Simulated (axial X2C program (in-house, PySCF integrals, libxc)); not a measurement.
## What spin–orbit coupling does to NaCr⁻

All values were computed with an axial X2C code built on PySCF integrals. Spin-free means the one-electron spin-free X2C Hamiltonian; two-component (2c) means X2C with spin–orbit coupling and atomic mean-field two-electron Coulomb and Gaunt terms, so the difference of the two also holds small scalar two-electron terms. Basis: Cr dyall-acv3z [10s11p7d4f2g], Na dyall-av3z [10s9p5d2f] (cores contracted in-house); Gaussian nuclei, density fitting, unrestricted open shells. Masses: Cr 51.941 u, Na 22.990 u.

Spin-free state: M_S = 3, Λ = 0 (beyond evenly filled blocks: 2 × σα, π+α, π-α, δ+α, δ-α); fragments Cr + Na-.

```json
{"level": "PBE0", "Re (Å)": "3.220", "ωe (cm⁻¹)": "110.5", "μ (D)": "-6.54"}
{"level": "CCSD(T)", "Re (Å)": "3.168", "ωe (cm⁻¹)": "122.1", "μ (D)": "n/a"}
{"level": "PW91", "Re (Å)": "3.155", "ωe (cm⁻¹)": "120.3", "μ (D)": "-6.16"}
```

Correlated methods: 8 electrons correlated (number of frozen shells: Cr 3 s, 2 p; Na 2 s, 1 p), 334 virtual spin orbitals or spinors in MP2, 90 natural virtuals in coupled cluster.

Dipoles are positive if Na is the positive end and refer to the centre of mass.

Two-component determinant lowest at the distance of the search:

Ω = 3 (⟨Sz⟩ = 3.00, ⟨Lz⟩ = 0.00 at HF); fragments Cr + Na-.

| level | Re (Å) | ωe (cm⁻¹) | μ (D) |
| --- | --- | --- | --- |
| PBE0 | 3.221 | 110.4 | -6.54 |
| CCSD(T) | 3.166 | 119.1 | n/a |
| PW91 | 3.155 | 120.2 | -6.16 |

Task: From the two tables, how do the constants change at the CCSD(T) level (2c against spin-free)?

Result: At the CCSD(T) level Re goes down by 0.002 Å and ωe goes down by 3.0 cm⁻¹.

One determinant describes the state; a PBE0 search over occupations chose it and may have missed a lower one. De is not given where an atomic determinant may have missed its ground term or J level, or where the truncated virtual space spoils (T). Density functionals use the spin component along the axis (collinear). CCSD and (T) use frozen natural virtuals with an MP2 correction for the truncation; (T) itself is uncorrected, so its De runs slightly low. PBE0 can misorder states that lie within some tenths of an eV, so this need not be the ground state of the molecule. The nearest other spin-free determinant of the search, M_S = 2, Λ = 0, lies 0.18 eV up at the distance of the search. With several unpaired electrons one determinant need not be a pure state. Open-shell Ω = 0 determinants with evenly filled partner blocks cannot be reached by this program, so the Ω shown need not be the lowest component. The highest occupied level of some functionals is positive through self-interaction error; at Hartree–Fock it is bound. The determinant is spin-polarised beyond a pure state at some levels (its spin-free form has ⟨S²⟩ too high), which makes Re and μ there less reliable. The T1 diagnostic is large, a sign of multireference character.
